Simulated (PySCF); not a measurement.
# A small calculation by hand: chemical shift, span and skew from a shielding tensor

C₅H₄F₂O, SMILES C1=CC(=O)C(F)(C1)F. Atoms are numbered in the order given.

```xyz
12

O      2.0868    -0.2214     0.0000
C      0.9830     0.2516     0.0000
C      0.5688     1.6633     0.0000
C     -0.7723     1.7489     0.0000
C     -1.4682     0.4197     0.0000
C     -0.3262    -0.5895     0.0000
F     -0.3521    -1.3858    -1.0882
F     -0.3521    -1.3858     1.0882
H      1.2773     2.4921     0.0000
H     -1.3323     2.6877     0.0000
H     -2.1055     0.2858    -0.8883
H     -2.1055     0.2858     0.8883
```

Coordinates come from a PBE0-D3(BJ)/def2-SVP optimisation. The structure was generated by enumeration, and PubChem lists no compound with its InChIKey, so it may never have been made. One conformer was computed; it need not be the lowest.

GIAO shieldings from PBE0/pcSseg-1 (PySCF), non-relativistic, no solvent. The symmetric part of the tensor of C5 has the principal values 126.2, 138.7, 157.9 ppm. The same nucleus in TMS has σ = 186.3 ppm at this level (PySCF, at its B3LYP-D3(BJ)/def2-TZVP geometry).

### Question
Work out the isotropic shielding, the ¹³C shift against TMS, the span and the skew.

### Answer

σ(iso) = (σ11 + σ22 + σ33)/3 = 140.9 ppm. δ = σ(ref) − σ(iso) = 186.3 − (140.9) = 45.4 ppm.
Span Ω = σ33 − σ11 = 31.7 ppm. Skew κ = 3(σ(iso) − σ22)/Ω = 0.21. Tumbling in solution averages the tensor to δ; in a static solid the shielding alone would spread this spin-1/2 line over Ω.
